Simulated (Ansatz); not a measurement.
Reaction (substitution at a C–C bond): `CCCc1ccccc1` + `C=CN[SiH3]` → `C=CN([SiH3])c1ccccc1` + `CCC`

Gas-phase electronic energies from Ansatz, PBE0-D4/def2-TZVP geometries. CBS: MP2 limit from def2 TZ/QZ plus the TZ coupled-cluster correction, frozen cores. This one scheme is used for every species. DFT in def2-TZVPP. B3LYP here is the variant with VWN-RPA as its local correlation; programs differ in this. HSE06 is defined as in plane-wave codes. One conformer a species, not always the lowest.

```tsv
level	ΔE (kJ/mol)	difference from CCSD(T)/CBS
PBE0-D4	16.3	-3.1
r2SCANh-D4	17.4	-2.0
r2SCAN0-D4	18.4	-1.0
PBE-QIDH	19.1	-0.3
revPBE	22.3	2.9
B3LYP	22.6	3.2
HSE06	21.1	1.7
BHLYP	24.2	4.8
RPA@PBE/def2-TZVPP	16.0	-3.4
HF/def2-SVP	24.1	4.7
MP2/def2-SVP	11.3	-8.1
CCSD(T)/def2-SVP	11.4	-8.0
CCSD/def2-TZVPP	20.6	1.2
CCSD(T)/def2-TZVPP	17.5	-1.9
SCS-MP2/def2-QZVPP	19.3	-0.1
MP2/CBS(def2)	18.1	-1.3
CCSD(T)/CBS	19.4	0
```

Largest T1 diagnostic among the species: 0.012.

Leaving LDA and LC-ωPBE aside and taking each functional with its dispersion term where it has one, the values, not all of them listed here, spread over 9.7 kJ/mol, from revPBE-D4 to B2PLYP. LDA lies −7.3 kJ/mol from PBE without D4. At CCSD(T), def2-SVP lies −8.0 kJ/mol from the extrapolated value and def2-TZVPP −1.9 kJ/mol.

CCSD(T)/CBS has its own doubt, a few kJ/mol and more with outer-core shells, so smaller differences from it don't rank the levels.
